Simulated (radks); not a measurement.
Values are calculated unless marked as measured or tabulated.
Spherical quantum dot in the effective-mass picture: electrons in a parabolic well V = omega^2 r^2 / 2 with omega = 0.19, all in effective atomic units (hartree* = m*/eps^2 hartree, bohr* = eps/m* bohr), one dielectric constant everywhere. Level of theory: non-relativistic Kohn-Sham, LDA (Slater exchange, Perdew-Wang correlation), spin-polarised, spherical densities (a radial shooting solver with Libxc functionals). Levels are named by radial order and angular momentum (1s, 1p, 1d, 2s, ...), and open shells are averaged over m.

N = 11, configuration 1s2 1p6 1d(up 3, down 0). This is the lowest configuration that the search found. Occupied and some empty levels:

level,occupation,eigenvalue (hartree*),<r> (bohr*)
1s up,1,2.2502,4.380
1s down,1,2.2653,4.262
1p up,3,2.3176,5.172
1p down,3,2.3365,5.138
1d up,3,2.4031,5.735
1d down,0,2.4232,5.742
2s up,0,2.4466,4.705
2s down,0,2.4571,4.769
1f up,0,2.5031,6.193
1f down,0,2.5229,6.222
2p up,0,2.5598,5.399
2p down,0,2.5715,5.414

Energy (hartree*): total 15.7230, kinetic 1.3391, external 5.7477, Hartree 10.538, exchange-correlation -1.9016.
